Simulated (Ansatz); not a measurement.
Stepwise reaction of `[NH]=[Ta]([NH2])([OH])[OH]` with hydrogen fluoride, as a gas-phase model of exchange steps in deposition or etching. ΔE in kJ/mol; ΔG adds harmonic PBE0-D4 terms to CCSD(T)/CBS, at 1 bar.

Calculated with Ansatz (gas phase, PBE0-D4/def2-TZVP geometries, no zero-point term in ΔE). CCSD(T)/CBS adds triple-zeta CCSD(T) − MP2 to the extrapolated MP2 energy (def2 sets, frozen cores). This one scheme is used for every species. Functionals use def2-TZVPP. B3LYP here is the variant with VWN-RPA as its local correlation; programs differ in this. def2 core potentials past Kr. For Ta outer-core shells are correlated without core-valence functions, which leaves a few kJ/mol of doubt a bond. One conformer a species, not always the lowest.

```
step                                                                reaction  PBE-D4  B3LYP-D4  ωB97M-V  CCSD(T)/CBS  ΔG(500 K)
   1  `[NH]=[Ta]([NH2])([OH])[OH]` + H–F → `[NH]=[Ta]([NH2])([OH])[F]` + H₂O   -43.8     -43.1    -43.1        -37.0      -36.0
```

(1) Give the row of step 2, `[NH]=[Ta]([NH2])([OH])[F]` + H–F → `[NH]=[Ta]([NH2])([F])[F]` + H₂O. (An estimate is asked.)

(2) By hand: ΔE of the 2 steps together at CCSD(T)/CBS.

Results:

(1) Computed: 
```csv
step,reaction,PBE-D4,B3LYP-D4,ωB97M-V,CCSD(T)/CBS,ΔG(500 K)
2,`[NH]=[Ta]([NH2])([OH])[F]` + H–F → `[NH]=[Ta]([NH2])([F])[F]` + H₂O,-37.7,-36.9,-37.1,-31.2,-31.9
```

(2) (-37.0) + (-31.2) = -68.2 kJ/mol, or -34.1 kJ/mol a step.

In ΔE each step is higher than the one before. All are downhill at CCSD(T)/CBS. ΔG lies between -36.0 and -31.9 kJ/mol a step. PBE-D4 differs from CCSD(T)/CBS by -6.8 to -6.5 kJ/mol a step. Isolated molecules leave out the surface, adducts and barriers. Largest T1 diagnostic: 0.018.
